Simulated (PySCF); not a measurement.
Cartesian coordinates in Å; atom numbers follow the order of the lines, from 1:
```xyz
15

C     3.231    1.153   -0.373
C     2.172    0.725   -0.794
Si    0.604    0.066   -1.456
O    -0.613    1.217   -1.537
C    -1.670    0.960   -0.629
C    -1.733   -0.548   -0.375
C    -0.307   -1.044   -0.188
F     0.132   -0.715    1.088
H     4.162    1.533    0.008
H     0.843   -0.534   -2.795
H    -2.608    1.342   -1.060
H    -1.491    1.497    0.320
H    -2.355   -0.801    0.499
H    -2.166   -1.051   -1.256
H    -0.224   -2.135   -0.314
```

Geometry: PBE0-D3(BJ)/def2-SVP; GIAO shifts from PySCF 2.14.0 with density-fitted response routines, gas phase, non-relativistic, averaged over equivalent atoms.

At wB97X-D/pcSseg-1 (178 basis functions, 28 s wall time on 1 thread of an Arm Neoverse V1, shared host):
| atoms | δ (ppm) |
| --- | --- |
| C1 | 106.2 |
| C7 | 85.9 |
| C2 | 84.3 |
| C5 | 67.4 |
| C6 | 39.0 |
| Si3 | -12.4 |
| O4 | 41.1 |
| F8 | -239.4 |
| H10 | 4.80 |
| H15 | 4.59 |
| H12 | 4.06 |
| H11 | 4.04 |
| H9 | 2.45 |
| H13 | 2.20 |
| H14 | 1.44 |

δ = σ(ref) − σ, references computed at the same level: ¹³C (184.54 ppm) and ²⁹Si (352.93 ppm) and ¹H (31.38 ppm) vs TMS; H2O for ¹⁷O (333.19 ppm); ¹⁹F (187.16 ppm) vs CFCl3.

Question: Estimate the result of repeating the calculation with PBE0/pcSseg-1.

Answer: 
```json
{"atoms": "C1", "δ at PBE0/pcSseg-1": "105.4", "change": "-0.8"}
{"atoms": "C7", "δ at PBE0/pcSseg-1": "86.8", "change": "+0.9"}
{"atoms": "C2", "δ at PBE0/pcSseg-1": "84.8", "change": "+0.5"}
{"atoms": "C5", "δ at PBE0/pcSseg-1": "68.0", "change": "+0.6"}
{"atoms": "C6", "δ at PBE0/pcSseg-1": "39.4", "change": "+0.4"}
{"atoms": "Si3", "δ at PBE0/pcSseg-1": "-13.4", "change": "-1.0"}
{"atoms": "O4", "δ at PBE0/pcSseg-1": "47.3", "change": "+6.2"}
{"atoms": "F8", "δ at PBE0/pcSseg-1": "-243.5", "change": "-4.1"}
{"atoms": "H10", "δ at PBE0/pcSseg-1": "4.91", "change": "+0.11"}
{"atoms": "H15", "δ at PBE0/pcSseg-1": "4.65", "change": "+0.06"}
{"atoms": "H12", "δ at PBE0/pcSseg-1": "4.11", "change": "+0.05"}
{"atoms": "H11", "δ at PBE0/pcSseg-1": "4.09", "change": "+0.05"}
{"atoms": "H9", "δ at PBE0/pcSseg-1": "2.44", "change": "-0.01"}
{"atoms": "H13", "δ at PBE0/pcSseg-1": "2.23", "change": "+0.03"}
{"atoms": "H14", "δ at PBE0/pcSseg-1": "1.49", "change": "+0.05"}
```

References, each an isolated molecule treated in the same way: ¹³C (184.41 ppm) and ²⁹Si (351.99 ppm) and ¹H (31.27 ppm) vs TMS; ¹⁷O (334.56 ppm) vs H2O; CFCl3 for ¹⁹F (177.25 ppm).

The largest change is at O4 (oxygen bonded to C, Si, in a 5-membered ring). Cost: 178 basis functions, 24 s wall time on 1 thread of an Arm Neoverse V1, shared host. The order of the carbon signals is the same at both levels.

Unscaled 19F shifts against computed CFCl3 carry errors that often reach 10 to 50 ppm. Experimental scales use liquid or dissolved standards, which lie at an offset from isolated H2O (liquid H2O: subtract about 36 ppm).
